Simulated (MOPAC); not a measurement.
Job for MOPAC: AM1 on MgP+, 2S+1 = 3, a spin state set in the input, which need not be the lowest, a point of a bond scan (R = 2.677 Å). Charge +1.

```
AM1 1SCF PRECISE CHARGE=1 UHF MS=1 THREADS=1
MgP

Mg     0.00000000 1     0.00000000 1     0.00000000 1
P      0.00000000 1     0.00000000 1     2.67701700 1
```

Output:

```
*******************************************************************************
 **                                                                           **
 **                              MOPAC v23.2.5                                **
 **                                                                           **
 *******************************************************************************
 ** MOPAC's Digital Object Identifier: https://doi.org/10.5281/zenodo.6511958 **
 **                                                                           **
 ** Please cite the open-source release paper for use of this MOPAC version:  **
 ** J. E. Moussa and J. J. P. Stewart (2026)                                  **
 ** MOPAC: An open-source semiempirical molecular orbital program             **
 ** J. Open Source Softw., 11(119), 8025, https://doi.org/10.21105/joss.08025 **
 *******************************************************************************

                              AM1 CALCULATION RESULTS

 *******************************************************************************
 *  AM1        - The AM1 Hamiltonian to be used
 *  UHF        - UNRESTRICTED HARTREE-FOCK CALCULATION
 *
 *
 *
 *                 CHARGE ON SYSTEM = +1
 *
 *
 *
 *  MS=        - IN MECI, MAGNETIC COMPONENT OF SPIN =  1.0
 *  PRECISE    - TIGHTER CRITERIA TO BE USED
 *  1SCF       - DO 1 SCF AND THEN STOP
 *  THREADS=1  - MULTI-THREADING NOT USED
 *  T=         - A TIME OF 172800.0 SECONDS REQUESTED
 *  DUMP=N     - RESTART FILE WRITTEN EVERY 7200.0 SECONDS REQUESTED
 *******************************************************************************
AM1 1SCF PRECISE CHARGE=1 UHF MS=1 THREADS=1
 MgP

   ATOM   CHEMICAL          X               Y               Z
  NUMBER   SYMBOL      (ANGSTROMS)     (ANGSTROMS)     (ANGSTROMS)

     1      Mg          0.00000000  *   0.00000000  *   0.00000000  *
     2       P          0.00000000  *   0.00000000  *   2.67701700  *



          CARTESIAN COORDINATES

    NO.       ATOM           X           Y           Z

     1        Mg          0.0000      0.0000      0.0000
     2         P          0.0000      0.0000      2.6770

 Mg: (AM1): J. J. P. STEWART, J. MOL. MOD., 10, 155-164 (2004)
  P: (AM1): M.J.S.DEWAR, JIE, C, THEOCHEM, 187, 1 (1989)

           Empirical Formula: Mg P  =     2 atoms



      MOLECULAR POINT GROUP   :   C*v


          UHF CALCULATION, NO. OF ALPHA ELECTRONS =    4
                           NO. OF BETA  ELECTRONS =    2

 -------------------------------------------------------------------------------
 AM1 1SCF PRECISE CHARGE=1 UHF MS=1 THREADS=1
 MgP



     1SCF WAS SPECIFIED, SO BFGS WAS NOT USED
     SCF FIELD WAS ACHIEVED


                              AM1 CALCULATION
                                                       MOPAC v23.2.5 Linux




          FINAL HEAT OF FORMATION =        277.58294 KCAL/MOL =    1161.40700 KJ/MOL


          COSMO AREA              =         87.00 SQUARE ANGSTROMS
          COSMO VOLUME            =         69.10 CUBIC ANGSTROMS

          IONIZATION POTENTIAL    =         13.989971 EV
          ALPHA SOMO LUMO (EV)    =        -14.510 -7.448
          BETA  SOMO LUMO (EV)    =        -13.990 -7.489
          NO. OF ALPHA ELECTRONS  =          4
          NO. OF BETA  ELECTRONS  =          2
          MOLECULAR WEIGHT        =         55.2788         POINT GROUP:  C*v

          MOLECULAR DIMENSIONS (Angstroms)

            Atom       Atom       Distance
            P     2   Mg     1     2.67702
            P     2   Mg     1     0.00000
           Mg     1    P     2     0.00000


          SCF CALCULATIONS        =          1





   ATOM   CHEMICAL          X               Y               Z
  NUMBER   SYMBOL      (ANGSTROMS)     (ANGSTROMS)     (ANGSTROMS)

     1      Mg          0.00000000  *   0.00000000  *   0.00000000  *
     2       P          0.00000000  *   0.00000000  *   2.67701700  *

                             CARTESIAN COORDINATES

   1   Mg        0.000000000     0.000000000     0.000000000
   2    P        0.000000000     0.000000000     2.677017000


           Empirical Formula: Mg P  =     2 atoms



      MOLECULAR POINT GROUP   :   C*v


          ALPHA EIGENVALUES
 -21.74851 -15.01310 -14.50974 -14.50974  -7.44760  -4.00086  -4.00086  -3.70076


           BETA EIGENVALUES
 -19.79855 -13.98997  -7.48919  -6.34063  -6.34063  -4.38409  -4.38409  -3.55703


              NET ATOMIC CHARGES AND DIPOLE CONTRIBUTIONS

  ATOM NO.   TYPE          CHARGE      No. of ELECS.   s-Pop       p-Pop
    1         Mg           0.804619        1.1954     1.01268     0.18270
    2          P           0.195381        4.8046     1.94374     2.86088
 DIPOLE           X         Y         Z       TOTAL
 POINT-CHG.     0.000     0.000    -4.692     4.692
 HYBRID        -0.000    -0.000    -2.704     2.704
 SUM           -0.000    -0.000    -7.397     7.397


          ATOMIC ORBITAL ELECTRON POPULATIONS

     Atom    s        px        py        pz
    1 Mg   1.01268   0.01048   0.01048   0.16175
    2  P   1.94374   0.98952   0.98952   0.88183


                    (SZ)    =    1.000000
                    (S**2)  =    2.570028


          ATOMIC ORBITAL SPIN POPULATIONS

    Atom   Total    s     px     py     pz
         Atomic
    1 Mg -0.6586 -0.734  0.010  0.010  0.054
    2  P  2.6586  0.001  0.990  0.990  0.678

 **********************
 *                    *
 * JOB ENDED NORMALLY *
 *                    *
 **********************




 == MOPAC DONE ==
```

The run finished. Its determinant has ⟨S²⟩ = 2.57, a mixture of spin states.

Cost: very roughly 0.020 core-seconds.
